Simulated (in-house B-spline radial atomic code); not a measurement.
A fraction x of an electron is removed from 5p in Ce IV (Ce3+), starting from [Xe] 4f1 and keeping the highest spin. All numbers are computed (scalar-relativistic (X2C) PBE0, spin-polarised, spherical fractional occupations; Fermi nucleus of rms radius 4.8771 fm) with an all-electron radial atomic-structure program (B-spline basis), not measured.

Caution: exact exchange at fractional occupations of open shells leaves self-interaction of up to several eV.

```
   x  E(x) - E(0) (eV)  5p down level (eV)
   0            0.0000             -47.572
0.07            3.3561             -48.317
0.13                 ?                   ?
0.34           16.7917             -51.210
0.44           21.9665             -52.288
 0.5                 ?                   ?
0.53           26.7162             -53.261
0.68           34.8275             -54.890
 0.8           41.4928             -56.198
0.99           52.3679             -58.279
   1           52.9512             -58.388
```

Question: What belongs in the row x = 0.13?

Answer: An energy change of 6.2744 eV; 5p down at -48.958 eV.

Question: What belongs in the row x = 0.5?

Answer: An energy change of 25.1233 eV; 5p down at -52.937 eV.

Question: Check Janak's theorem between x = 0.34 and 0.44.

Answer: The slope of the energy is 51.75 eV; the orbital levels give 51.75 eV (-ε of the emptying orbital, averaged over the two points).
